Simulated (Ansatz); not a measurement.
Computed with Ansatz on PBE0-D4/def2-TZVP structures; ΔE is electronic, products minus reactants. CBS: MP2 limit from def2 TZ/QZ plus the TZ coupled-cluster correction, frozen cores. This one scheme is used for every species. DFT in def2-TZVPP. One conformer a species, not always the lowest.

Consider the silylene formation by 1,1-elimination: `O[SiH2]N[SiH2][SiH3]` → `N[SiH2][SiH3]` + `O[SiH]`.

```
          level  ΔE (kJ/mol)
        PBE0-D4        268.7
  HF/def2-TZVPP        255.5
 MP2/def2-TZVPP        277.4
CCSD/def2-TZVPP        257.4
```

(1) What does CCSD(T)/CBS give? (Best estimate.)

Largest T1 diagnostic among the species: 0.016.

Answers

(1) The calculation gave: +265.0 kJ/mol. The listed levels differ from it by 3.7, -9.5, 12.4, -7.6 kJ/mol.

The D4 term adds +20.4 kJ/mol with B3LYP and +11.4 kJ/mol with PBE0; it sums over pairs of atoms, weighted by their polarisabilities, and B3LYP, whose exchange is more repulsive, gets the larger term. In def2-TZVPP, CCSD(T) changes the Hartree–Fock value by +3.8 kJ/mol (the triples alone add +1.9 kJ/mol) and MP2 by +21.9 kJ/mol.

B3LYP here is the variant with VWN-RPA as its local correlation; programs differ in this.
